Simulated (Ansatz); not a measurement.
Question: Name a neutral molecule of C, O and H with HOMO–LUMO gap (B3LYP/def2-TZVPP) between 7.35 and 7.65 eV and HOMO energy (ωB97M-V/def2-TZVPP) between -10.15 and -9.85 eV (Ansatz, PBE0-D4/def2-TZVP geometry).

Answer: `C#CCOC` (7.59 eV, -9.89 eV); `C=CCC1CO1` (7.36 eV, -9.88 eV); `C#COC(=O)OC` (7.40 eV, -9.96 eV); `CCC(C)(C)OC(C)=O` (7.58 eV, -10.06 eV); `CCOC(C)OC(C)=O` (7.55 eV, -10.14 eV). Other molecules can fit too; these were computed, each in one conformer that needn't be the lowest.

B3LYP here is the variant with VWN-RPA as its local correlation; programs differ in this.
